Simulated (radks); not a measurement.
The numbers below are computed, except where a source is named.
Charge is removed step by step from the 3d down level of Ge2+, starting from [Ar] 3d(up 5, down 5) 4s2. Level of theory: scalar-relativistic Kohn-Sham, PBE, spin-polarised, spherical densities, point nucleus (a radial shooting solver on a logarithmic mesh with Libxc functionals).

removed (e) = 0: E - E(0) (eV) 0.000; eigenvalue (eV) -49.194; E minus straight line (eV) 0.000
removed (e) = 0.1: E - E(0) (eV) 5.027; eigenvalue (eV) -51.365; E minus straight line (eV) -1.013
removed (e) = 0.2: E - E(0) (eV) 10.272; eigenvalue (eV) -53.562; E minus straight line (eV) -1.808
removed (e) = 0.3: E - E(0) (eV) 15.739; eigenvalue (eV) -55.785; E minus straight line (eV) -2.382
removed (e) = 0.4: E - E(0) (eV) 21.429; eigenvalue (eV) -58.034; E minus straight line (eV) -2.733
removed (e) = 0.5: E - E(0) (eV) 27.345; eigenvalue (eV) -60.309; E minus straight line (eV) -2.857
removed (e) = 0.6: E - E(0) (eV) 33.489; eigenvalue (eV) -62.608; E minus straight line (eV) -2.753
removed (e) = 0.7: E - E(0) (eV) 39.865; eigenvalue (eV) -64.931; E minus straight line (eV) -2.417
removed (e) = 0.8: E - E(0) (eV) 46.474; eigenvalue (eV) -67.279; E minus straight line (eV) -1.848
removed (e) = 0.9: E - E(0) (eV) 53.319; eigenvalue (eV) -69.650; E minus straight line (eV) -1.043
removed (e) = 1: E - E(0) (eV) 60.403; eigenvalue (eV) -72.045; E minus straight line (eV) 0.000

Removing the whole electron costs 60.403 eV by Delta-SCF, against 49.194 eV from minus the eigenvalue at the starting occupation. Slater's transition state (half an electron removed) gives 60.309 eV. Integrating minus the eigenvalue over the occupation (Janak's theorem) gives 60.412 eV. In this scalar-relativistic scheme the density is built from large components alone, so the theorem holds only approximately. The mean slope of the eigenvalue, de/dn, is 22.9 eV per electron.
